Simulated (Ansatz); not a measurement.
Cost and result for the atomization energy of C$_{4}$H$_{9}$B, SMILES `B/C(C)=C/C` (14 atoms, 13 bonds).

Cartesian coordinates in Å:
```
B 1.538 -0.987 1.092
C 0.499 -0.336 0.179
C 0.520 -0.484 -1.318
C -0.465 0.397 0.776
C -1.563 1.107 0.065
H 2.431 -1.656 0.650
H 1.461 -0.827 2.277
H 0.609 0.486 -1.818
H 1.356 -1.104 -1.644
H -0.402 -0.943 -1.691
H -0.440 0.475 1.860
H -2.161 0.405 -0.526
H -1.156 1.831 -0.650
H -2.227 1.635 0.747
```

The species carries charge 0 and has multiplicity 1. The structure was optimised at the PBE0-D4/def2-TZVP level. Program: Ansatz. All runs use 4 threads of an Arm Neoverse V1 on a shared host. Times are those of one run each, without the atoms' runs, and a repeat can differ threefold. Electronic energies, without spin–orbit coupling; frozen cores. CCSD(T)/CBS adds CCSD(T) − MP2 in def2-TZVPP to the MP2 limit, and its time is that of the two runs behind it. T1 = 0.010; the RHF reference is unstable towards UHF. B3LYP takes the VWN-RPA correlation (the form of Gaussian; ORCA's B3LYP/G).

CCSD(T)/CBS is a level of theory with its own doubt, some kJ/mol a heavy atom from the limit and from the frozen cores, so smaller differences don't rank the functionals.

```tsv
level	functions	wall time
PBE-D4/def2-TZVPP (with forces)	281	3.3 s
PBE0-D4/def2-TZVPP	281	3.3 s
B3LYP-D4/def2-TZVPP (with forces)	281	6 s
r2SCAN-D4/def2-TZVPP (with forces)	281	6.5 s
B2PLYP/def2-TZVPP	281	7.5 s
ωB97X-V/def2-TZVPP	281	9 s
ωB97M-V/def2-TZVPP (with forces)	281	14 s
MP2/def2-QZVPP	555	40 s
CCSD(T)/def2-TZVPP	281	3.9 min
CCSD(T)/CBS(def2)	–	4.6 min
```

(1) What atomization energy does each give, and how far from CCSD(T)/CBS? (Estimate.)

Answers

(1) Ansatz gave: 
| level | atomization (kJ/mol) | difference from CCSD(T)/CBS | per bond |
| --- | --- | --- | --- |
| PBE-D4/def2-TZVPP (with forces) | 5687.5 | 125.8 | 9.7 |
| PBE0-D4/def2-TZVPP | 5624.0 | 62.3 | 4.8 |
| B3LYP-D4/def2-TZVPP (with forces) | 5599.1 | 37.4 | 2.9 |
| r2SCAN-D4/def2-TZVPP (with forces) | 5602.7 | 41.0 | 3.2 |
| B2PLYP/def2-TZVPP | 5539.1 | -22.6 | -1.7 |
| ωB97X-V/def2-TZVPP | 5578.4 | 16.7 | 1.3 |
| ωB97M-V/def2-TZVPP (with forces) | 5594.3 | 32.6 | 2.5 |
| MP2/def2-QZVPP | 5579.0 | 17.3 | 1.3 |
| CCSD(T)/def2-TZVPP | 5450.7 | -111.0 | -8.5 |
| CCSD(T)/CBS(def2) | 5561.7 | 0.0 | 0.0 |

From PBE to PBE0 (25 % exact exchange), in def2-TZVPP and without D4, the atomization energy moves by −59.5 kJ/mol: exact exchange takes away binding that semilocal exchange gives to molecules. In def2-TZVPP, CCSD(T) changes the Hartree–Fock value by +1172.1 kJ/mol (the triples alone add +67.6 kJ/mol) and MP2 by +1235.3 kJ/mol; breaking electron pairs costs correlation energy, which Hartree–Fock lacks. The D4 term adds +40.1 kJ/mol with B3LYP and +21.2 kJ/mol with PBE0; it sums over pairs of atoms, weighted by their polarisabilities, and B3LYP, whose exchange is more repulsive, gets the larger term.
